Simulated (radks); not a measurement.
Values are calculated unless marked as measured or tabulated.
All-electron atom: the niobium ion Nb23+ in [Ar]. Code: a radial shooting solver on a logarithmic mesh with Libxc functionals. Model: scalar-relativistic Kohn-Sham, LDA (Slater exchange, VWN5 correlation), spin-polarised, spherical densities, finite nucleus; Fermi nuclear charge, rms radius 4.324 fm.

Unscreened Slater integrals over Kohn-Sham orbitals (eV). They are taken over the spin-up orbitals.

F0(3p,3p): 62.789
F2(3p,3p): 31.677
F0(3p,3s): 61.931
G1(3p,3s): 40.386
F0(3p,2p): 83.427
F2(3p,2p): 20.416
G0(3p,2p): 8.1254
G2(3p,2p): 8.8627
F0(3p,2s): 81.049
G1(3p,2s): 6.4088
F0(3s,3s): 61.247
F0(3s,2p): 80.463
G1(3s,2p): 7.9928
F0(3s,2s): 78.804
G0(3s,2s): 6.3716
F0(2p,2p): 181.53
F2(2p,2p): 86.142
F0(2p,2s): 166.35
G1(2p,2s): 94.738
F0(2s,2s): 156.72
